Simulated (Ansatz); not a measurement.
The same ligand exchange along the group F, Cl, Br, I.

Gas-phase electronic energies from Ansatz, PBE0-D4/def2-TZVP geometries. CBS: MP2 limit from def2 TZ/QZ plus the TZ coupled-cluster correction, frozen cores. This one scheme is used for every species. DFT in def2-TZVPP. Elements past krypton have def2 core potentials. For Br, Ge, I outer-core shells are correlated without core-valence functions, which leaves a few kJ/mol of doubt a bond. Scalar relativity is left out up to krypton. Each species was taken in one conformer, which may not be the lowest.

```tsv
reaction	CCSD(T)/CBS(def2) (eV)
`[F][GeH3]` + `N=C=S` → `S=C=[N][GeH3]` + H–F	-0.03
`[Cl][GeH3]` + `N=C=S` → `S=C=[N][GeH3]` + HCl	0.18
`[GeH3][Br]` + `N=C=S` → `S=C=[N][GeH3]` + HBr	?
`[GeH3][I]` + `N=C=S` → `S=C=[N][GeH3]` + HI	0.34
```

Question: Fill in the missing values. (Estimate.)

Answer: Computed: `[GeH3][Br]` + `N=C=S` → `S=C=[N][GeH3]` + HBr: +0.29 eV.

Largest T1 diagnostic: 0.019, for `N=C=S`.
